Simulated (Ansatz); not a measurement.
Stepwise reaction of `[OH][Ti]([OH])([F])[Cl]` with hydrogen chloride, as a gas-phase model of exchange steps in deposition or etching. ΔE in kJ/mol; ΔG adds harmonic PBE0-D4 terms to CCSD(T)/CBS, at 1 bar.

Isolated molecules relaxed with PBE0-D4/def2-TZVP in Ansatz; ΔE leaves out vibrations. CCSD(T)/CBS is the MP2 limit (def2-TZVPP, def2-QZVPP) plus CCSD(T) − MP2 in def2-TZVPP, frozen cores. This one scheme is used for every species. DFT in def2-TZVPP. B3LYP here is the variant with VWN-RPA as its local correlation; programs differ in this. For Ti outer-core shells are correlated without core-valence functions, which leaves a few kJ/mol of doubt a bond. Scalar relativity is left out up to krypton. One conformer a species, not always the lowest.

| step | reaction | PBE-D4 | B3LYP-D4 | ωB97M-V | CCSD(T)/CBS | ΔG(600 K) |
| --- | --- | --- | --- | --- | --- | --- |
| 2 | `[OH][Ti]([F])([Cl])[Cl]` + HCl → `[F][Ti]([Cl])([Cl])[Cl]` + H₂O | -20.0 | -16.3 | -12.3 | -20.7 | -0.6 |

(1) Give the row of step 1, `[OH][Ti]([OH])([F])[Cl]` + HCl → `[OH][Ti]([F])([Cl])[Cl]` + H₂O. (Estimate.)

(2) By hand: ΔE of the 2 steps together at CCSD(T)/CBS.

Results:

(1) Ansatz gave: 
| step | reaction | PBE-D4 | B3LYP-D4 | ωB97M-V | CCSD(T)/CBS | ΔG(600 K) |
| --- | --- | --- | --- | --- | --- | --- |
| 1 | `[OH][Ti]([OH])([F])[Cl]` + HCl → `[OH][Ti]([F])([Cl])[Cl]` + H₂O | -23.9 | -21.2 | -18.6 | -24.7 | -17.6 |

(2) (-24.7) + (-20.7) = -45.4 kJ/mol, or -22.7 kJ/mol a step.

In ΔE the steps differ by no more than 4.0 kJ/mol. All are downhill at CCSD(T)/CBS. ΔG lies between -17.6 and -0.6 kJ/mol a step. PBE-D4 differs from CCSD(T)/CBS by 0.7 to 0.8 kJ/mol a step. Isolated molecules leave out the surface, adducts and barriers. Largest T1 diagnostic: 0.024.
